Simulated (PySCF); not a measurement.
A GIAO shielding run with PySCF 2.14 (density fitting, non-relativistic, gas phase) on `InChI=1S/C7H11FSi/c1-2-9-4-3-7(5-8)6-9/h2-3,9H,1,4-6H2/t9-/m1/s1`:

```
$ OMP_NUM_THREADS=1 python probes_run.py task.json out

{"job": {"kind": "nmr", "xc": "PBE0", "basis": "pcSseg-1"}, "charge": 0, "multiplicity": 1}
C      3.673767     0.270790     0.018965
C      2.427469     0.172011    -0.458726
Si     0.938494    -0.253794     0.586161
C     -0.068420    -1.719817    -0.088063
C     -1.400450    -1.098886    -0.407269
C     -1.596429     0.206011    -0.160162
C     -2.884350     0.906564    -0.443866
F     -3.828595     0.071580    -0.976992
C     -0.473175     1.016169     0.439259
H      3.897353     0.107129     1.079670
H      4.528710     0.518804    -0.620243
H      2.271334     0.347753    -1.532582
H      1.408220    -0.442044     1.994712
H     -0.165835    -2.544172     0.639950
H      0.396724    -2.167370    -0.984227
H     -2.208316    -1.699163    -0.836844
H     -2.711632     1.742206    -1.148854
H     -3.286553     1.347273     0.488390
H     -0.759912     1.444087     1.416576
H     -0.202532     1.875922    -0.199866
```

Hardware: 1 thread of an Arm Neoverse N1, shared host. The job also computes population analyses, field gradients, ring-centre shieldings.

**Question.** How large is the calculation?

**Answer.** 76 electrons, 215 basis functions and 1133 auxiliary functions.

**Question.** How long does it take, and how much memory does it need?

**Answer.** 78 s of wall time, with 14 SCF cycles and 5 response iterations; peak memory 0.98 GiB. Times on a shared host scatter by some tens of per cent.

**Question.** And these other runs on the same molecule and hardware: GIAO shielding at wB97X-D/pcSseg-1?

**Answer.** wB97X-D/pcSseg-1: 215 functions, 93 s.
